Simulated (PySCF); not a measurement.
Computed XPS line lists of a few unrelated compounds.

Computed, not measured: delta-SCF UKS SCAN, pcX-2 on the ionised atom, pcseg-1 elsewhere, spin-free X2C (PySCF). Geometries: PBE0-D3(BJ)/def2-SVP; isolated species, one conformer each.

Line lists (1s up to Mg, 2p3/2 beyond; areas count atoms within a level, one atom standing for each set equivalent by bonding):
1. C 1s: 290.20 (area 1), 290.47 (area 1), 291.38 (area 1), 291.40 (area 1) eV; N 1s: 404.73 eV
2. C 1s: 289.75 (area 1), 290.65 (area 1), 290.77 (area 1) eV; O 1s: 537.70 eV; Si 2p3/2: 106.47 (area 1), 107.10 (area 1), 107.50 (area 1) eV
3. C 1s: 290.28 (area 1), 290.94 (area 1), 291.03 (area 1), 292.33 (area 1) eV; Cl 2p3/2: 205.68 eV

Structures:
A. `CC[C@H]([SiH3])[SiH2]O[SiH3]`
B. `C=C(C)CCl`
C. `C=CCNC`

Problem. Match each list to its structure.

Solution. 
- 1 = C: no other candidate has this set of levels. C 1s: 290.20 terminal =CH2 carbon, 290.47 alkene CH carbon, 291.38 N-methyl carbon, 291.40 sp3 carbon bound to nitrogen; N 1s: 404.73 secondary amine nitrogen.
- 2 = A: no other candidate has this set of levels. C 1s: 289.75 sp3 carbon bound to silicon, 290.65 methyl carbon, 290.77 chain CH2 carbon; O 1s: 537.70 siloxane oxygen; Si 2p3/2: 106.47 SiH3 silicon, 107.10 oxygen-bound silicon, 107.50 oxygen-bound silicon.
- 3 = B: no other candidate has this set of levels. C 1s: 290.28 terminal =CH2 carbon, 290.94 allylic carbon, 291.03 fully substituted alkene carbon, 292.33 sp3 C–Cl carbon; Cl 2p3/2: 205.68 alkyl chlorine.

For 2p shells one spin-free hole was relaxed; a mean-field spin–orbit operator and the ground-state splitting of the three 2p orbitals were then diagonalised within the shell. The shell's mean is (2 × 2p3/2 + 2p1/2)/3, and the degeneracies 2j + 1 give areas of 2:1.
